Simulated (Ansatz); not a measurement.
The first iterations of a band of AlF3H2O (7 atoms, charge 0, multiplicity 1).

All numbers below come from RHF/def2-SVP in Ansatz 0.2.0.

```json
{"movable images": "9", "climbing image": "yes", "spring": "5.0 eV/Å²", "optimiser": "quadratic models (default)", "start path": "through a guess of the saddle point", "force threshold": "0.03 eV/Å", "iteration limit": "60", "end points": "relaxed"}
```

Image 0:

```xyz
7
Properties=species:S:1:pos:R:3
Al -0.082 0.097 0.144
O -0.288 -0.057 1.830
H -0.486 -0.765 2.415
F 1.361 -0.301 -0.537
F -1.398 0.090 -0.842
F 0.132 1.987 0.665
H -0.001 1.808 1.566
```

Image 10:

```xyz
7
Properties=species:S:1:pos:R:3
Al 0.041 0.485 -0.082
O -0.093 0.176 1.830
H -0.817 -0.362 2.133
F 1.410 -0.290 -0.566
F -1.401 -0.219 -0.483
F 0.101 2.135 0.011
H -0.003 0.933 2.398
```

| iteration | highest image above the first end (eV) | largest band force component (eV/Å) |
| --- | --- | --- |
| 1 | 1.753 | 5.537 |
| 2 | 0.417 | 2.139 |
| 3 | 0.216 | 2.221 |
| 4 | 0.152 | 1.201 |
| 5 | 0.130 | 0.973 |

Problem. Does the band converge within its limit, and where does its top end?

Solution. The run converged. It ended after 15 iterations with the highest image 0.140 eV above the first end. A vibrational analysis at the climbing image gives one clearly imaginary mode, 1004i cm⁻¹: a first-order saddle point. The orbitals stay closed-shell, which can raise the energy where a bond breaks towards radicals; this wasn't checked here.

The run took 2.3 min on 1 thread of Arm Neoverse V2 (shared host), peak memory 0.15 GiB.
